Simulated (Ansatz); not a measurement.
Ideal-gas functions of Cl2GeI2, SMILES `[Cl][Ge]([Cl])([I])[I]` at 600 K and 1 bar, from an Ansatz frequency run at PBE0-D4/def2-TZVP.

Molar mass 397.32 g/mol, point group C2v (symmetry number 2), electronic degeneracy 1, moments of inertia 639.572, 1285.477, 1506.555 u Å². Harmonic wavenumbers (cm⁻¹, unscaled): 67, 92, 117, 128, 138, 224, 289, 424, 443.

Use S(trans) = R[1.5 ln M + 2.5 ln T − 1.1517]; rotational temperatures θ = 24.2544 K / I; S(rot) = R[ln(√π/σ · √(T³/θAθBθC)) + 1.5]; for each mode x = 1.438777 ν̃/T, S = R[x/(eˣ − 1) − ln(1 − e⁻ˣ)] and H = RT x/(eˣ − 1); 1 cm⁻¹ = 0.0119627 kJ/mol; R = 8.31446 J/(mol·K).

Q: By hand: the entropy, in J/(mol·K).

A: Translation 198.0. Rotation: θ = 0.0379, 0.0189, 0.0161 K, giving 138.5. Vibration, mode by mode: 23.53, 20.90, 18.91, 18.17, 17.55, 13.58, 11.53, 8.53, 8.19, in all 140.9. Electronic 0.0. Sum 477.4 J/(mol·K).

Q: By hand: H − E and G − E in kJ/mol, counted from the electronic energy.

A: Zero-point energy ½ × 1922 × 0.0119627 = 11.5; thermal vibration 34.8; translation, rotation and pV give 4 RT = 20.0. H − E = 66.3 kJ/mol, and G − E = 66.3 − 600 × 477.4/1000 = -220.1 kJ/mol.

Vibration gives 30 % of the entropy, 99.0 J/(mol·K) of it from the modes under 150 cm⁻¹: soft modes count most, and the harmonic formula is weakest for them.
